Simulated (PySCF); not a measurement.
## One molecule, many inputs

Molecule: `InChI=1S/C5H6FNS/c1-2-5-4(6)3-7-8-5/h3H,2H2,1H3`; geometry GFN2-xTB.

Bonds (- single, = double, # triple, : aromatic): C1-C2 1.528 Å, C2-C3 1.487 Å, C3:S4 1.724 Å, S4:N5 1.630 Å, N5:C6 1.305 Å, C6:C7 1.407 Å, C7-F8 1.342 Å, C7:C3 1.372 Å. C1 carries H9, H10, H11; C2 carries H12, H13; C6 carries H14.

All runs: PySCF, non-relativistic, gas phase unless a solvent (IEF-PCM) is named; grid level 2, GIAOs and SCF threshold 1e-9 unless changed. The yardstick, PBE0/pcSseg-1, gives these isotropic shieldings σ (ppm, equivalent atoms averaged): C3 24.1, C6 36.3, C1 165.9, N5 -65.1, F8 335.4, H14 23.44, H9/H10/H11 30.36.

Q: What do these inputs give? (1) wB97X/pcSseg-1; grid level 3; (2) PBE0/cc-pVDZ-PP; grid level 0; diis off; max_cycle 97; (3) PBE0/pcSseg-1; common gauge at [2, 0, 0]; max_cycle 52; (4) BP86/6-31++G**; conv 1e-07; (5) KT2/6-311G**; (6) solvent chloroform; PBE0/pcSseg-1; aux def2-universal-jkfit

A: 
| run | outcome | functions | wall time | C3 | C6 | C1 | N5 | F8 | H14 | H9/H10/H11 |
| --- | --- | --- | --- | --- | --- | --- | --- | --- | --- | --- |
| 1 | converged | 173 | 90 s | 24.6 | 36.1 | 169.2 | -68.5 | 348.3 | 23.57 | 30.46 |
| 2 | refused | – | – | – | – | – | – | – | – | – |
| 3 | converged | 173 | 30 s | 86.3 | 90.6 | 159.0 | -17.4 | 313.5 | 41.48 | 13.74 |
| 4 | converged | 184 | 30 s | 44.1 | 59.6 | 173.7 | -14.0 | 336.2 | 23.70 | 30.46 |
| 5 | converged | 188 | 34 s | 46.0 | 56.9 | 170.9 | -21.4 | 327.6 | 24.11 | 30.73 |
| 6 | converged | 173 | 22 s | 21.1 | 35.0 | 166.2 | -52.6 | 338.8 | 23.31 | 30.30 |

Times are on shared hosts with different chips, so compare them loosely.

Q: Comment on the technical settings and failures.

A: 
- Run 2: The basis set has no functions for an element of the molecule, so the input is rejected.
- Run 3: A common gauge origin replaces GIAOs; in a finite basis the shieldings then depend on that origin, the more so the further away the nucleus and the smaller the basis. The cycle limit changes the path of the SCF (11 cycles), not the solution, provided the same state is reached.
- Run 6: The medium differs from the yardstick's, which in itself moves the values. The other auxiliary basis adds little: it changes only the density-fitting error.

Runs 2, 3 were set up unsoundly or failed; their numbers aren't to be quoted as properties of the molecule.
